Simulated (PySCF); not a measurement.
## Electron correlation in C⁺ (carbon, charge +1)

[He] 2s2 3d1, 2D determinant (an excited configuration). Computed with PySCF 2.14 in aug-cc-pVQZ (6s5p4d3f2g, 80 functions), with the non-relativistic Hamiltonian (point nucleus). Frozen: 1s2; 3 electrons correlated.

MP2 pair energies summed by pair of shells (mhartree):

```
 pair  energy  share (%)
2s-2s  -45.42       80.2
2s-3d  -11.18       19.8
```

Total MP2 correlation energy: -56.60 mhartree.

Same-spin part -3.29 and opposite-spin part -53.31 mhartree; SCS-MP2 scales them by 1/3 and 6/5 to -65.07 mhartree.
